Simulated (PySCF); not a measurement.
PySCF input for H₈N₂Si₂, SMILES N[SiH]([SiH3])N, SMD-ωB97X/def2-SVP. Geometry: ωB97X-D3(BJ)/def2-SVP. The values are those of a single conformer.

```python
import numpy as np
from pyscf import gto, scf, dft
from pyscf.solvent import smd

mol = gto.M(
    atom='''
    N    -0.49357929    1.71736174   -0.49979326
    Si   -0.56862726    0.17717971    0.28681195
    N    -1.71217634   -0.81467169   -0.55132365
    Si    1.63635843   -0.61233660    0.25379052
    H    -1.33764959    2.26171978   -0.64806982
    H     0.32420204    2.31051101   -0.41355863
    H    -1.06516459    0.16341612    1.70261416
    H    -2.28598118   -1.48214051   -0.04966579
    H    -1.57316177   -1.08320426   -1.51916967
    H     2.60243532    0.39680561    0.79379653
    H     1.77240514   -1.85865772    1.06987756
    H     2.05496790   -0.93508380   -1.14644076
    ''',
    basis='def2-SVP',
    charge=0,
    spin=0,
    max_memory=1600,
    verbose=3,
)
mf = dft.RKS(mol, xc='wb97x').density_fit(auxbasis='def2-universal-jkfit')
mf.grids.level = 3
mf.conv_tol = 1e-9
mf.max_cycle = 100
mf.kernel()
res = {}
for name in ['water', 'methanol', '1-octanol']:
    s = mf.SMD()
    s.with_solvent.solvent, s.with_solvent.sasa_ng = name, 194
    s.kernel(mf.make_rdm1())
    res[name] = (s.e_tot, s.with_solvent.get_cds(), s.dip_moment(), s.mo_energy, s.converged)
    print(f'SMD {name}: dG(solv) = {(s.e_tot - mf.e_tot) * 627.509474:.3f} kcal/mol, of which CDS {res[name][1] * 627.509474:.3f}')
```

Program output:

```
converged SCF energy = -693.037343916875
converged SCF energy = -693.03831742698
Dipole moment(X, Y, Z, Debye): -1.34578,  0.54804, -0.71311
SMD water: dG(solv) = -0.611 kcal/mol, of which CDS 4.862
converged SCF energy = -693.043672053851
Dipole moment(X, Y, Z, Debye): -1.34231,  0.54431, -0.70887
SMD methanol: dG(solv) = -3.971 kcal/mol, of which CDS 1.338
converged SCF energy = -693.042092736121
Dipole moment(X, Y, Z, Debye): -1.32796,  0.53059, -0.69251
SMD 1-octanol: dG(solv) = -2.980 kcal/mol, of which CDS 1.722
```

The calculation finished and met its thresholds.

Cost: about 40 core-seconds (a rough figure).
